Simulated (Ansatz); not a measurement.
`O[SiH](F)[SiH3]` → `O[SiH]` + `F[SiH3]`  (silylene formation by 1,1-elimination)

Gas-phase electronic energies from Ansatz, PBE0-D4/def2-TZVP geometries. CCSD(T)/CBS adds triple-zeta CCSD(T) − MP2 to the extrapolated MP2 energy (def2 sets, frozen cores). This one scheme is used for every species. Functionals use def2-TZVPP. B3LYP here is the variant with VWN-RPA as its local correlation; programs differ in this. One conformer a species, not always the lowest.

`O[SiH](F)[SiH3]`:

Cartesian coordinates in Å:
```
O 0.275 -0.653 -1.778
Si 0.017 -0.876 -0.178
F 1.244 -1.679 0.473
Si -0.117 1.248 0.793
H 0.213 -1.407 -2.366
H -1.172 -1.743 0.044
H -0.279 1.114 2.265
H -1.297 1.969 0.244
H 1.115 2.026 0.503
```

`O[SiH]`:

Cartesian coordinates in Å:
```
O -0.197 -0.359 0.660
Si 0.088 0.123 -0.899
H -0.621 -1.218 0.735
H 0.729 1.455 -0.496
```

`F[SiH3]`:

Z-matrix (Å, degrees):
```
Si
F 1 1.600
H 1 1.482 2 108.3
H 1 1.482 2 108.3 3 -120.0
H 1 1.482 2 108.3 3 120.0
```

```csv
level,ΔE (eV),difference from CCSD(T)/CBS
BLYP-D4,1.92,-0.16
B3LYP-D4,2.04,-0.04
CAM-B3LYP-D4,2.10,0.02
ωB97X-V,2.20,0.12
BLYP,1.75,-0.33
B3LYP,1.90,-0.18
r2SCAN0,2.31,0.23
BHLYP,2.03,-0.05
HF/def2-SVP,1.89,-0.19
CCSD/def2-SVP,1.86,-0.22
CCSD(T)/def2-SVP,1.87,-0.21
CCSD/def2-TZVPP,1.99,-0.09
CCSD(T)/def2-TZVPP,2.01,-0.07
MP2/def2-QZVPP,2.14,0.06
HF/CBS(def2),1.91,-0.17
CCSD/CBS(def2),2.06,-0.02
CCSD(T)/CBS,2.08,0
```

(1) What do rigid-rotor, harmonic-oscillator terms from PBE0-D4/def2-TZVP frequencies (298.15 K, 1 bar) make of the CCSD(T)/CBS value? (Estimate.)

Largest T1 diagnostic among the species: 0.016.

Answers

(1) Computed: ΔZPE = -0.07 eV, ΔH = +2.02 eV, ΔS = 140 J/(mol·K), ΔG = +1.59 eV.

Leaving LDA and LC-ωPBE aside and taking each functional with its dispersion term where it has one, the values, not all of them listed here, spread over 0.42 eV, from BLYP-D4 to r2SCAN0-D4. LDA lies +0.34 eV from PBE without D4. From r2SCAN to r2SCAN0 (25 % exact exchange), in def2-TZVPP and without D4, ΔE moves by +0.04 eV. At CCSD(T), def2-SVP lies −0.21 eV from the extrapolated value and def2-TZVPP −0.06 eV.
